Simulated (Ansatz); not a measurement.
```xyz
10

N    -0.846   -1.717    0.731
Si   -0.757   -0.149    0.098
F    -2.201    0.445    0.446
N     0.580    0.873    0.484
B     0.570    0.744   -0.931
O     1.318    1.194   -1.961
H    -0.138   -2.410    0.568
H    -1.708   -2.099    1.080
H     1.138    1.354    1.179
H     2.044    1.765   -1.692
```

Charge 0, multiplicity 1.

(1) List the PBE0/def2-TZVPP orbital energies in eV (Ansatz). (Best estimate.)

Results:

(1) Computed: Occupied: -1803.37, -673.42, -523.11, -391.12, -390.98, -185.18, -145.49, -100.21, -100.17, -100.11, -32.81, -28.80, -24.30, -23.77, -16.34, -15.55, -14.62, -13.99, -12.94, -12.37, -11.99, -11.50, -10.70, -9.80, -8.58, -8.26, -6.79. Lowest empty: 0.53, 0.69, 0.76, 1.62, 2.26, 2.59, 2.97, 3.37.
